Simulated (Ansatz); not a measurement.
Mulliken charges of CH5GaOSi, SMILES `[CH2]1O[SiH2][GaH]1` from PBE/def2-TZVPP in Ansatz (PBE0-D4/def2-TZVP geometry).

| atom | x (Å) | y (Å) | z (Å) | charge (e) |
| --- | --- | --- | --- | --- |
| C1 | -0.208 | 1.021 | -0.698 | -0.122 |
| O2 | 0.769 | -0.003 | -0.944 | -0.305 |
| Si3 | 0.725 | -1.198 | 0.225 | 0.249 |
| Ga4 | -1.018 | 0.268 | 1.002 | 0.151 |
| H5 | -0.893 | 1.096 | -1.549 | 0.090 |
| H6 | 0.290 | 1.991 | -0.588 | 0.090 |
| H7 | 2.039 | -1.322 | 0.923 | -0.069 |
| H8 | 0.442 | -2.535 | -0.376 | -0.069 |
| H9 | -2.148 | 0.682 | 2.005 | -0.014 |

Question: By hand: the dipole of these point charges (1 e Å = 4.8032 D).

Answer: Σ q r = (-0.378, 0.153, 0.322) e Å, of length 0.520 e Å = 2.50 D.

Question: How does the dipole of the full density compare? (Best estimate.)

Answer: Computed: (-0.251, 0.127, 0.191) e Å, 1.63 D; the point charges give 1.53 times that, at 6° from its direction.

Point charges leave out the atoms' own dipoles, such as those of lone pairs, and Mulliken's split depends on the basis, so the two needn't agree.
